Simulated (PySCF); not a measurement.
PySCF input for C2H5BO3, SMILES OB1COCO1, TDA-PBE0/def2-SVPD. Geometry optimised at PBE-D3(BJ)/def2-SVP. This is a generated structure with no PubChem entry under its InChIKey; it may be hypothetical. The values are those of a single conformer.

```python
import numpy as np
from pyscf import gto, scf, dft, tdscf

mol = gto.M(
    atom='''
    O     2.13813281   -0.10465407    0.35149931
    B     0.80131703   -0.03088078    0.11690620
    C    -0.08038934    1.25431503   -0.18471100
    O    -1.40988887    0.71862354   -0.01408817
    C    -1.33732218   -0.65529222   -0.27614478
    O    -0.03497747   -1.12680429    0.09302079
    H     2.42872765   -1.02576544    0.48734730
    H     0.07338708    1.64925311   -1.22147163
    H     0.05092138    2.10582918    0.51282785
    H    -2.11368044   -1.17880689    0.32201907
    H    -1.48580355   -0.88756446   -1.36357455
    ''',
    basis='def2-SVPD',
    charge=0,
    spin=0,
    max_memory=1600,
    verbose=4,
)
mf = dft.RKS(mol, xc='pbe0').density_fit(auxbasis='def2-universal-jkfit')
mf.grids.level = 3
mf.conv_tol = 1e-9
mf.max_cycle = 100
mf.kernel()
mf.grids = dft.Grids(mol).set(level=1).build(with_non0tab=True)  # coarser grid for the response kernel
td = tdscf.TDA(mf)
td.singlet = True
td.nstates = 10
td.conv_tol = 1e-4
td.positive_eig_threshold = 1e-6
td.kernel(x0=td.get_init_guess(mf, 15))
td.analyze()
tt = tdscf.TDA(mf)
tt.singlet = False
tt.nstates = 4
tt.conv_tol = 1e-4
tt.positive_eig_threshold = 1e-6
tt.kernel(x0=tt.get_init_guess(mf, 9))
tt.analyze(verbose=3)
```

Program output:

```
PySCF version 2.14.0

[INPUT] verbose = 4
[INPUT] num. atoms = 11
[INPUT] num. electrons = 46
[INPUT] charge = 0
[INPUT] spin (= nelec alpha-beta = 2S) = 0
[INPUT] symmetry False subgroup None
[INPUT] Mole.unit = angstrom
[INPUT] Symbol           X                Y                Z      unit          X                Y                Z       unit  Magmom
[INPUT]  1 O      2.138132810000  -0.104654070000   0.351499310000 AA    4.040485428847  -0.197767530121   0.664237428874 Bohr   0.0
[INPUT]  2 B      0.801317030000  -0.030880780000   0.116906200000 AA    1.514269725650  -0.058356216713   0.220920700264 Bohr   0.0
[INPUT]  3 C     -0.080389340000   1.254315030000  -0.184711000000 AA   -0.151913835935   2.370311880626  -0.349053202195 Bohr   0.0
[INPUT]  4 O     -1.409888870000   0.718623540000  -0.014088170000 AA   -2.664303830373   1.358001677265  -0.026622782896 Bohr   0.0
[INPUT]  5 C     -1.337322180000  -0.655292220000  -0.276144780000 AA   -2.527172660506  -1.238322827358  -0.521838004928 Bohr   0.0
[INPUT]  6 O     -0.034977470000  -1.126804290000   0.093020790000 AA   -0.066097838830  -2.129351504085   0.175783816991 Bohr   0.0
[INPUT]  7 H      2.428727650000  -1.025765440000   0.487347300000 AA    4.589630089659  -1.938415749644   0.920952924546 Bohr   0.0
[INPUT]  8 H      0.073387080000   1.649253110000  -1.221471630000 AA    0.138681482282   3.116636687987  -2.308246849626 Bohr   0.0
[INPUT]  9 H      0.050921380000   2.105829180000   0.512827850000 AA    0.096227462085   3.979440415317   0.969104185550 Bohr   0.0
[INPUT] 10 H     -2.113680440000  -1.178806890000   0.322019070000 AA   -3.994277146450  -2.227622175850   0.608527849187 Bohr   0.0
[INPUT] 11 H     -1.485803550000  -0.887564460000  -1.363574550000 AA   -2.807761784407  -1.677253747297  -2.576782449927 Bohr   0.0

nuclear repulsion = 235.107169584847
number of shells = 71
number of NR pGTOs = 239
number of NR cGTOs = 169
basis = def2-SVPD
ecp = {}


[settings echo left out]
init E= -329.977944786196
  HOMO = -0.326449315299003  LUMO = -0.0375217478070482  gap/eV = 7.86212
cycle= 1 E= -329.105263324487  delta_E= 0.873  |g|= 0.87  |ddm|= 4.56
  HOMO = -0.202754770260824  LUMO = 0.0112470483979932  gap/eV = 5.82329
cycle= 2 E= -328.942474868889  delta_E= 0.163  |g|= 1.28  |ddm|= 2.01
  HOMO = -0.281586111186207  LUMO = 0.000139930830075574  gap/eV = 7.66616
cycle= 3 E= -329.246753012511  delta_E= -0.304  |g|= 0.0602  |ddm|=  1.2
  HOMO = -0.284026509483371  LUMO = 0.00135469694841373  gap/eV = 7.76562
cycle= 4 E= -329.247401044689  delta_E= -0.000648  |g|= 0.0254  |ddm|= 0.0928
  HOMO = -0.283668769580326  LUMO = 0.00177581650981873  gap/eV = 7.76734
cycle= 5 E= -329.247540011939  delta_E= -0.000139  |g|= 0.00815  |ddm|= 0.0364
  HOMO = -0.283145453740568  LUMO = 0.00162997341142113  gap/eV = 7.74913
cycle= 6 E= -329.247551764267  delta_E= -1.18e-05  |g|= 0.00288  |ddm|= 0.0095
  HOMO = -0.283424046727615  LUMO = 0.00161394900975731  gap/eV = 7.75628
cycle= 7 E= -329.247553296641  delta_E= -1.53e-06  |g|= 0.000579  |ddm|= 0.0029
  HOMO = -0.283416427571558  LUMO = 0.00161021880861112  gap/eV = 7.75597
cycle= 8 E= -329.24755336068  delta_E= -6.4e-08  |g|= 0.000136  |ddm|= 0.000671
  HOMO = -0.2833986912306  LUMO = 0.00161053633274566  gap/eV = 7.75550
cycle= 9 E= -329.247553364087  delta_E= -3.41e-09  |g|= 6.04e-05  |ddm|= 0.000201
  HOMO = -0.283405541754958  LUMO = 0.00161087062863041  gap/eV = 7.75569
cycle= 10 E= -329.247553364813  delta_E= -7.26e-10  |g|= 1.64e-05  |ddm|= 6.23e-05
  HOMO = -0.283404359385632  LUMO = 0.00161029337675123  gap/eV = 7.75564
Extra cycle  E= -329.247553364765  delta_E= 4.79e-11  |g|= 2.31e-05  |ddm|= 3.89e-05
converged SCF energy = -329.247553364765
tot grids = 43440
Overwritten attributes  positive_eig_threshold  of <class 'pyscf.tdscf.rks.TDA'>


******** <class 'pyscf.tdscf.rks.TDA'> for <class 'pyscf.df.df_jk.DFRKS'> ********
nstates = 10 singlet
deg_eia_thresh = 1.000e-03
wfnsym = None
conv_tol = 0.0001
eigh lindep = 1e-12
eigh level_shift = 0
eigh max_cycle = 100


Excitation energies (eV)
[6.76126345 7.30237778 7.44394106 7.77762448 8.12298161 8.30510183
 8.3765296  8.4366481  8.48689414 8.69220857]

** Singlet excitation energies and oscillator strengths **
Excited State   1:      6.76126 eV    183.37 nm  f=0.0109
      23 -> 24       -0.69101
Excited State   2:      7.30238 eV    169.79 nm  f=0.0274
      23 -> 25        0.60284
      23 -> 26       -0.35413
Excited State   3:      7.44394 eV    166.56 nm  f=0.0099
      23 -> 24        0.12060
      23 -> 25       -0.34523
      23 -> 26       -0.57641
      23 -> 28        0.10901
      23 -> 29       -0.11104
Excited State   4:      7.77762 eV    159.41 nm  f=0.0064
      21 -> 24       -0.10475
      22 -> 24        0.67891
      23 -> 27        0.12567
Excited State   5:      8.12298 eV    152.63 nm  f=0.0012
      22 -> 24       -0.12397
      23 -> 27        0.66446
      23 -> 28        0.14558
Excited State   6:      8.30510 eV    149.29 nm  f=0.0419
      23 -> 26       -0.14461
      23 -> 27        0.15453
      23 -> 28       -0.60842
      23 -> 29        0.14897
      23 -> 30       -0.17877
Excited State   7:      8.37653 eV    148.01 nm  f=0.0179
      21 -> 24        0.54739
      22 -> 25        0.30313
      23 -> 29       -0.25449
Excited State   8:      8.43665 eV    146.96 nm  f=0.0375
      22 -> 25        0.33066
      22 -> 26       -0.17302
      23 -> 28        0.23371
      23 -> 29        0.51609
Excited State   9:      8.48689 eV    146.09 nm  f=0.0167
      21 -> 24       -0.36958
      21 -> 25        0.17018
      22 -> 25        0.37776
      22 -> 26       -0.24529
      23 -> 29       -0.29603
Excited State  10:      8.69221 eV    142.64 nm  f=0.0290
      21 -> 24        0.16441
      22 -> 25       -0.27031
      22 -> 26       -0.60397

** Transition electric dipole moments (AU) **
state          X           Y           Z        Dip. S.      Osc.
  1        -0.0508      0.0254      0.2499      0.0657      0.0109
  2        -0.1676     -0.3445      0.0799      0.1531      0.0274
  3        -0.0414      0.0781      0.2157      0.0543      0.0099
  4         0.0769     -0.1599     -0.0468      0.0337      0.0064
  5        -0.0506     -0.0606     -0.0062      0.0063      0.0012
  6        -0.1212     -0.0545      0.4338      0.2059      0.0419
  7         0.0478     -0.2914      0.0136      0.0874      0.0179
  8        -0.1936     -0.1489     -0.3487      0.1812      0.0375
  9        -0.1627      0.0779     -0.2185      0.0803      0.0167
 10         0.3109     -0.1506      0.1304      0.1364      0.0290

** Transition velocity dipole moments (imaginary part, AU) **
state          X           Y           Z        Dip. S.      Osc.
  1         0.0022     -0.0073      0.0578      0.0034      0.0091
  2        -0.0135     -0.0421     -0.0156      0.0022      0.0055
  3        -0.0171      0.0143      0.0380      0.0019      0.0047
  4         0.0218     -0.0452     -0.0043      0.0025      0.0059
  5        -0.0085     -0.0112     -0.0026      0.0002      0.0005
  6        -0.0070     -0.0240      0.1489      0.0228      0.0498
  7         0.0112     -0.0587      0.0314      0.0046      0.0099
  8        -0.0472     -0.0163     -0.0325      0.0035      0.0076
  9        -0.0394      0.0578     -0.0185      0.0052      0.0112
 10         0.0777     -0.0503      0.0320      0.0096      0.0200

** Transition magnetic dipole moments (imaginary part, AU) **
state          X           Y           Z
  1        -0.1016     -0.1304      0.1721
  2        -0.1919      0.4304      0.4317
  3         0.3749      0.1061     -0.1197
  4         0.0150      0.0073      0.5629
  5        -0.2525      0.4215     -0.2636
  6        -0.1898     -0.4924     -0.0768
  7         0.3738      0.6348      0.5082
  8         0.1999     -0.1171      0.2738
  9         0.5462     -0.0005      0.1682
 10         0.0723     -0.3418      0.1701


******** <class 'pyscf.tdscf.rks.TDA'> for <class 'pyscf.df.df_jk.DFRKS'> ********
nstates = 4 triplet
deg_eia_thresh = 1.000e-03
wfnsym = None
conv_tol = 0.0001
eigh lindep = 1e-12
eigh level_shift = 0
eigh max_cycle = 100


Excitation energies (eV)
[6.64733984 6.90470909 7.20740441 7.46205886]

** Triplet excitation energies and oscillator strengths **
Excited State   1:      6.64734 eV    186.52 nm  f=0.0000
Excited State   2:      6.90471 eV    179.56 nm  f=0.0000
Excited State   3:      7.20740 eV    172.02 nm  f=0.0000
Excited State   4:      7.46206 eV    166.15 nm  f=0.0000
```

Self-consistency was reached.
